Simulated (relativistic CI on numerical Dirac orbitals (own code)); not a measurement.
Lu³⁺: L2,3 absorption edge

Computed with this model: Dirac-Coulomb-Breit CI, separate exchange-only KLI orbitals for each configuration, QED by a radiative potential, valence Slater integrals scaled by 0.8, multiplet model of core-to-valence dipole absorption; configurations [Xe] 4f14 → [He] 2s2 2p5 3s2 3p6 3d10 4s2 4p6 4d10 4f14 5s2 5p6 5d; 10 K; Lorentzian 3 eV and Gaussian 1 eV FWHM. Energies are those of the free ion, without screening or charge transfer. The branching ratio is the share of the lower-energy edge in the whole absorption, uncertain by about 0.02 where the edges overlap. S is read from ⟨S²⟩ = S(S + 1).

Field parameters in Wybourne normalisation: Oh B⁴₀ = 21Dq, B⁴₄ = √(5/14) B⁴₀. The field is a parameter set, without covalency.

free ion: ground-state S = 0.00, centroid 9575.26 eV, branching ratio 0.703. Peaks (eV, height): 9247.0 (100), 10352.5 (43).

Oh, 10Dq = 15850 cm⁻¹: ground-state S = 0.00, centroid 9575.26 eV, branching ratio 0.703. Peaks (eV, height): 9247.5 (100), 10352.0 (45).

Oh, 10Dq = 24650 cm⁻¹: ground-state S = 0.00, centroid 9575.26 eV, branching ratio 0.703. Peaks (eV, height): 9246.0 (100), 9248.5 (96), 10351.5 (49).

Oh, 10Dq = 33450 cm⁻¹: ground-state S = 0.00, centroid 9575.26 eV, branching ratio 0.703. Peaks (eV, height): 9245.5 (100), 9249.5 (88), 10351.0 (48), 10355.0 (31).

Oh, 10Dq = 42300 cm⁻¹: ground-state S = 0.00, centroid 9575.26 eV, branching ratio 0.703. Peaks (eV, height): 9245.0 (100), 9250.0 (84), 10350.5 (48), 10355.5 (30).

The statistical ratio of this edge is 2/3 = 0.667. Values above it arise where the holes sit mainly in the j = l + 1/2 valence subshell or the ground state has high spin; values below it where core-valence Coulomb terms move weight to the upper edge, as in nearly empty shells. At deep edges of heavy elements the radial integrals of the two core levels differ, which raises the baseline.

Strongest unbroadened transitions for free ion:

```tsv
Energy (eV)	Relative strength
9246.44	2.0
9247.19	100.0
10352.43	43.1
```
